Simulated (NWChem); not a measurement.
System: C₅H₈; SMILES C=C=C(C)C

Output (shortened):

```
             Northwest Computational Chemistry Package (NWChem) 7.3.0
             --------------------------------------------------------

 C2V symmetry detected

                             Geometry "geometry" -> ""
                             -------------------------

 Output coordinates in angstroms (scale by  1.889725989 to convert to a.u.)

  No.       Tag          Charge          X              Y              Z
 ---- ---------------- ---------- -------------- -------------- --------------
    1 C                    6.0000     0.00000000     0.00000000    -2.24192274
    2 C                    6.0000     0.00000000     0.00000000    -0.93263374
    3 C                    6.0000     0.00000000     0.00000000     0.38212326
    4 C                    6.0000     0.00000000     1.28231100     1.17048626
    5 C                    6.0000     0.00000000    -1.28231100     1.17048626
    6 H                    1.0000     0.93463300     0.00000000    -2.81489574
    7 H                    1.0000    -0.93463300     0.00000000    -2.81489574
    8 H                    1.0000     0.00000000     2.16530400     0.51792326
    9 H                    1.0000     0.88615800     1.33417700     1.82567726
   10 H                    1.0000    -0.88615800     1.33417700     1.82567726
   11 H                    1.0000     0.88615800    -1.33417700     1.82567726
   12 H                    1.0000     0.00000000    -2.16530400     0.51792326
   13 H                    1.0000    -0.88615800    -1.33417700     1.82567726

 Effective nuclear repulsion energy (a.u.)     157.0025859691

      Symmetry information
      --------------------

 Group name             C2v
 Group number             16
 Group order               4
 No. of unique centers     7

                                 NWChem DFT Module
                                 -----------------

 Summary of "ao basis" -> "ao basis" (spherical)
 ------------------------------------------------------------------------------
       Tag                 Description            Shells   Functions and Types
 ---------------- ------------------------------  ------  ---------------------
 C                          def2-svp                 6       14   3s2p1d
 H                          def2-svp                 3        5   2s1p

      Symmetry analysis of basis
      --------------------------

        a1         44
        a2         14
        b1         23
        b2         29

            General Information
            -------------------
          SCF calculation type: DFT
          Wavefunction type:  closed shell.
          No. of atoms     :    13
          No. of electrons :    38
           Alpha electrons :    19
            Beta electrons :    19
          Charge           :     0
          Spin multiplicity:     1
          Use of symmetry is: on ; symmetry adaption is: on
          Maximum number of iterations: 150
          AO basis - number of functions:   110
                     number of shells:    54
          Convergence on energy requested:  1.00D-06
          Convergence on density requested:  1.00D-05
          Convergence on gradient requested:  5.00D-04

              XC Information
              --------------
                         B3LYP Method XC Potential
                     Hartree-Fock (Exact) Exchange  0.200
                        Slater Exchange Functional  0.800 local
                    Becke 1988 Exchange Functional  0.720 non-local
              Lee-Yang-Parr Correlation Functional  0.810
                  VWN I RPA Correlation Functional  0.190 local

             Grid Information
             ----------------
          Grid used for XC integration:  medium
          Radial quadrature: Mura-Knowles
          Angular quadrature: Lebedev.
          Tag              B.-S. Rad. Rad. Pts. Rad. Cut. Ang. Pts.
          ---              ---------- --------- --------- ---------
          C                   0.70       49          11.0       434
          H                   0.35       45          12.0       434
          Grid pruning is: on
          Number of quadrature shells:   331
          Spatial weights used:  Erf1

      Superposition of Atomic Density Guess
      -------------------------------------

 Sum of atomic energies:        -192.11828471

      Non-variational initial energy
      ------------------------------

 Total energy =    -195.480693
 1-e energy   =    -566.340419
 2-e energy   =     213.857141
 HOMO         =      -0.269626
 LUMO         =       0.013113

      Symmetry analysis of molecular orbitals - initial
      -------------------------------------------------

  Numbering of irreducible representations:

     1 a1          2 a2          3 b1          4 b2

  Orbital symmetries:

     1 a1          2 a1          3 b2          4 a1          5 a1
     6 a1          7 a1          8 b2          9 a1         10 a1
    11 b1         12 a1         13 b2         14 b1         15 a2
    16 a1         17 b2         18 b2         19 b1         20 b2
    21 b1         22 a1         23 a1         24 b2         25 a1
    26 b1         27 b2         28 a2         29 b1

     ---------------------------------------------
      Total Density - Mulliken Population Analysis
     ---------------------------------------------

[...]
```

Level: B3LYP/def2-SVP. Coordinates come from a PBE0/def2-SVP optimisation.

Problem. Write an input that gives this output.

Solution. One answer among several that fit: the input that was run:
```
start job
memory heap 200 mb stack 900 mb global 1100 mb
geometry units angstroms noautoz
  C      0.000000     0.000000    -2.243922
  C      0.000000     0.000000    -0.934633
  C      0.000000     0.000000     0.380124
  C      0.000000     1.282311     1.168487
  C      0.000000    -1.282311     1.168487
  H      0.934633     0.000000    -2.816895
  H     -0.934633     0.000000    -2.816895
  H      0.000000     2.165304     0.515924
  H      0.886158     1.334177     1.823678
  H     -0.886158     1.334177     1.823678
  H      0.886158    -1.334177     1.823678
  H      0.000000    -2.165304     0.515924
  H     -0.886158    -1.334177     1.823678
end
basis spherical
  * library def2-svp
end
dft
  xc b3lyp
  iterations 150
  mulliken
end
task dft energy
```
